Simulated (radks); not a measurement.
Values are calculated unless marked as measured or tabulated.
Task: The table gives one normalised radial function P(r) = r R(r) of Fe4+ in [Ar] 3d3.75 4f0.25 (r in bohr). Code: a radial shooting solver on a logarithmic mesh with Libxc functionals. Model: non-relativistic Kohn-Sham, exchange-only r2SCAN, spin-unpolarised, spherical densities, point nucleus; meta-GGA in the generalised Kohn-Sham scheme.

r             P
0.002935  0.0000
0.004485  0.0000
0.006798  0.0001
0.01031   0.0002
0.01562   0.0006
0.02387   0.0020
0.03618   0.0063
0.05485   0.0188
0.08382   0.0538
0.1271    0.1372
0.1926    0.3072
0.292     0.5803
0.4461    0.8917
0.6763    1.0412
1.025     0.8707
1.567     0.4740
2.375     0.1475
3.6       0.0194
5.457     0.0007
8.338     0.0000
12.64     0.0000

Which n and l does it have? It may be an empty orbital.

Result: n = 3, l = 2: the number of nodes gives n - l - 1 = 0, the rise at small r (about r^(l+1)) gives l, and the extent must fit the shell. The curve is that of 3d. 3d: eigenvalue -65.632 eV, 0 radial nodes, <r> = 0.906 bohr, 90 % of the charge inside 1.48 bohr.
